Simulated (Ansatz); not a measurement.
Gas-phase electronic energies from Ansatz, PBE0-D4/def2-TZVP geometries. CCSD(T)/CBS adds triple-zeta CCSD(T) − MP2 to the extrapolated MP2 energy (def2 sets, frozen cores). DFT in def2-TZVPP. Elements past krypton have def2 core potentials. For Ge, I, Se outer-core shells are correlated without core-valence functions, which leaves a few kJ/mol of doubt a bond. Scalar relativity is left out up to krypton. Each species was taken in one conformer, which may not be the lowest.

`[Cl][Ge]([Cl])([Cl])[I]` + H₂Se → `[Cl][Ge]([Cl])([Cl])[SeH]` + HI  (ligand exchange at a Ge–I bond)

```csv
species,PBE-QIDH energy (Eh)
`[Cl][Ge]([Cl])([Cl])[I]`,-3754.10613
H₂Se,-2402.14606
`[Cl][Ge]([Cl])([Cl])[SeH]`,-5858.08051
HI,-298.16577
```

(1) Work out ΔE.

Largest T1 diagnostic among the species: 0.009.

Answers

(1) ΔE = (-5858.08051) + (-298.16577) − (-3754.10613) − (-2402.14606) = 0.00591 Eh = +15.5 kJ/mol. CCSD(T)/CBS gives +16.9 kJ/mol.

Leaving LDA and LC-ωPBE aside and taking each functional with its dispersion term where it has one, the values, not all of them listed here, spread over 3.6 kJ/mol, from revPBE-D4 to BHLYP-D4.
